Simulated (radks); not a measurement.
Task: These are the eigenvalues of the occupied orbitals of an atom or ion with whole-number occupations (hartree). All-electron calculation, scalar-relativistic Kohn-Sham, PBE, spin-polarised, spherical densities, finite nucleus; Fermi nuclear charge, rms radius of each element as measured or else 0.836 A^(1/3) + 0.57 fm. Program: a radial shooting solver on a logarithmic mesh with Libxc functionals.

orbital  eigenvalue
1s up     -117.2798
1s down   -117.2594
2s up     -13.41688
2s down   -13.39757
2p up     -10.96684
2p down   -10.93983
3s up      -3.05454
3s down    -2.91914
3p up      -2.45990

Which element is it, and in what charge state? The configuration may be excited. Open shells, if any, are filled with parallel spins first.

Result: Z = 18, argon, charge +4: Ar4+ in [Ne] 3s2 3p2. The list shows which subshells hold electrons but not how many an open one holds; the 1s level, -117.28 hartree, gives Z - s = 15.3 by -(Z - s)^2/2, which with screening and relativity narrows Z to a few neighbours, and the depths of the outer levels then fix element, charge and occupations together.
